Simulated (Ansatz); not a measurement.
The Al1–H2 bond of CH5AlO (SMILES C[O][AlH2]) is stretched (multiplicity 1, the rest rigid).
Geometry at rest (charge 0, multiplicity 1):
```xyz
8

Al    -0.4845     0.8978     0.6260
H     -0.4527     1.2177     2.1639
H     -1.2211     1.7731    -0.4631
O      0.3397    -0.4921     0.1337
C      0.5615    -1.1306    -1.1007
H      0.0882    -0.6005    -1.9355
H      1.6351    -1.1935    -1.2991
H      0.1620    -2.1481    -1.0701
```

Correlated levels freeze the cores.

Programs: Ansatz (a program for electronic structure) with Gaussian orbitals. 

FIC-MRCISD+Q on CASSCF(2,2)/cc-pV(T+d)Z, total energies (hartree):

```json
[
 {"R (Å)": "1.571", "CASSCF": "-357.657127", "MRCISD": "-358.117393", "weight c² of the reference": "0.88868"},
 {"R (Å)": "2.749", "CASSCF": "-357.571940", "MRCISD": "-358.022583", "weight c² of the reference": "0.89025"},
 {"R (Å)": "5.028", "CASSCF": "-357.533002", "MRCISD": "-357.979878", "weight c² of the reference": "0.89136"}
]
```

Problem. Add the Davidson correction (E_MRCISD − E_CASSCF)(1 − c²)/c² and give the energies above the first point at the three levels.

Solution. 
Corrections (hartree): -0.057654, -0.055555, -0.054467. Above the first point (kcal/mol):
- R = 2.749 Å: CASSCF 53.5, MRCISD 59.5, with the correction 60.8
- R = 5.028 Å: CASSCF 77.9, MRCISD 86.3, with the correction 88.3
